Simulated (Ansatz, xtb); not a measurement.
# A geometry optimisation of C3H8AlFO with r2SCAN-D4/def2-SVP

The starting geometry of this gas-phase singlet was built from a drawn formula by distance geometry and a force field; its bonds are those of `CO[CH2][AlH][CH2]F`.

| atom | x (Å) | y (Å) | z (Å) |
| --- | --- | --- | --- |
| C | -1.6789 | -1.6282 | 0.0628 |
| C | -1.5318 | 0.3922 | 1.1982 |
| C | 1.2825 | 1.8671 | 0.0579 |
| Al | -0.6869 | 1.7715 | 0.1260 |
| F | 1.7405 | 2.1339 | 1.2926 |
| O | -2.4023 | -0.4764 | 0.4898 |
| H | -1.4734 | -2.2959 | 0.9261 |
| H | -2.3132 | -2.2277 | -0.5975 |
| H | -0.7707 | -1.3246 | -0.5080 |
| H | -0.8118 | -0.1803 | 1.8603 |
| H | -2.1976 | 0.8966 | 1.9760 |
| H | -1.5839 | 2.7127 | -0.7634 |
| H | 1.6235 | 2.6807 | -0.6558 |
| H | 1.6990 | 0.9465 | -0.3053 |

**Question.** Predict what becomes of its bonds when it is optimised with r2SCAN-D4/def2-SVP.

**Answer.** It keeps its bonds, and is `CO[CH2][AlH][CH2]F`.

The energy falls by 0.42 eV over 28 steps:

```
step  E − E(last) (eV)
   1             0.423
   4             0.091
   7             0.051
  10             0.026
  13             0.022
  16             0.017
  19             0.009
  22             0.002
  25             0.000
  28             0.000
```

Final geometry (Å):

```xyz
14

C    -2.1705   -1.5643    0.1076
C    -1.1990    0.2300    1.2432
C     1.3028    2.2582    0.2073
Al   -0.3373    1.2322   -0.2365
F     1.6520    1.9828    1.5422
O    -2.4104   -0.4146    0.8605
H    -1.6221   -2.3368    0.6880
H    -3.1390   -1.9788   -0.2081
H    -1.5688   -1.3458   -0.8057
H    -0.5204   -0.4728    1.7771
H    -1.4706    0.9820    2.0108
H    -0.9727    1.3328   -1.6936
H     1.1800    3.3558    0.1027
H     2.1711    2.0072   -0.4357
```

From the same start GFN2-xTB ends elsewhere, differing in Al4–F5 (1.89 against 2.77 Å here).

No frequencies were run, so the end isn't proven a minimum. Run with Ansatz 0.2.0, 64 s on 2 threads of Intel(R) Xeon(R) Platinum 8488C (Sapphire Rapids), on a shared host.
